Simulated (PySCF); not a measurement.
A structure optimised at PBE-D3(BJ)/def2-SVP, used in a PySCF frequency run:

```xyz
5

In     0.0033    -0.6562     0.0000
F      1.7508    -1.5788     0.0000
Br    -0.0386     1.8130     0.0000
O     -1.6504    -1.7953     0.0000
H     -1.3644    -2.7322     0.0000
```

**Question.** Write its SMILES, formula and point group.

**Answer.** [OH][In]([F])[Br], BrFHInO, Cs

**Question.** What are its rotational constants (standard atomic weights)?

**Answer.** 4.8776, 1.2078, 0.96809 GHz
